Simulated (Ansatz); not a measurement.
Consider the ligand exchange at the Si–C bond: `C#C[SiH3]` + `BN[SiH2]Cl` → `BN([SiH3])[SiH2]Cl` + acetylene.

Isolated molecules relaxed with PBE0-D4/def2-TZVP in Ansatz; ΔE leaves out vibrations. CCSD(T)/CBS adds triple-zeta CCSD(T) − MP2 to the extrapolated MP2 energy (def2 sets, frozen cores). This one scheme is used for every species. Functionals use def2-TZVPP. One conformer a species, not always the lowest.

`C#C[SiH3]`:

Cartesian coordinates in Å:
```
C 0.445 0.852 1.709
C 0.171 0.328 0.658
Si -0.242 -0.464 -0.931
H 0.687 1.314 2.639
H -1.548 -1.157 -0.808
H -0.326 0.573 -1.988
H 0.813 -1.446 -1.279
```

`BN[SiH2]Cl`:

Cartesian coordinates in Å:
```
B 0.143 -0.364 1.532
N 0.469 -0.450 0.171
Si -0.380 0.329 -1.120
Cl 0.700 1.910 -1.867
H -0.806 0.290 1.857
H 0.810 -0.945 2.338
H 1.281 -0.998 -0.077
H -0.561 -0.613 -2.247
H -1.656 0.841 -0.587
```

`BN([SiH3])[SiH2]Cl`:

Cartesian coordinates in Å:
```
B 1.344 -0.745 -0.687
N 0.246 -0.118 -0.057
Si -0.097 1.556 -0.485
Si -0.761 -0.985 1.058
Cl -2.625 -1.270 0.240
H 1.599 -1.892 -0.458
H 2.016 -0.109 -1.453
H -1.209 2.021 0.381
H -0.500 1.650 -1.908
H 1.109 2.385 -0.250
H -0.962 -0.188 2.288
H -0.160 -2.305 1.332
```

`C#C`:

Cartesian coordinates in Å:
```
C 0.274 -0.447 0.288
C -0.274 0.447 -0.288
H 0.761 -1.243 0.801
H -0.761 1.243 -0.801
```

Problem. Is it downhill or uphill in electronic energy at CCSD(T)/CBS, and by how much? (An estimate is asked.)

Solution. The calculation gave: Downhill: ΔE = -5.5 kJ/mol.

Problem. What do these levels give: BLYP-D4, PBE-QIDH, PBE0, r2SCANh, r2SCAN0, CCSD/CBS(def2)? (An estimate is asked.)

Solution. Computed: BLYP-D4 -0.4, PBE-QIDH -0.7, PBE0 7.2, r2SCANh 3.1, r2SCAN0 1.6, CCSD/CBS(def2) -5.0 kJ/mol.

Largest T1 diagnostic among the species: 0.013.

At CCSD(T), def2-SVP lies +3.4 kJ/mol from the extrapolated value and def2-TZVPP +1.0 kJ/mol. From PBE to PBE0 (25 % exact exchange), in def2-TZVPP and without D4, ΔE moves by −4.0 kJ/mol. In def2-TZVPP, CCSD(T) changes the Hartree–Fock value by −6.4 kJ/mol (the triples alone add −0.5 kJ/mol) and MP2 by −7.3 kJ/mol.
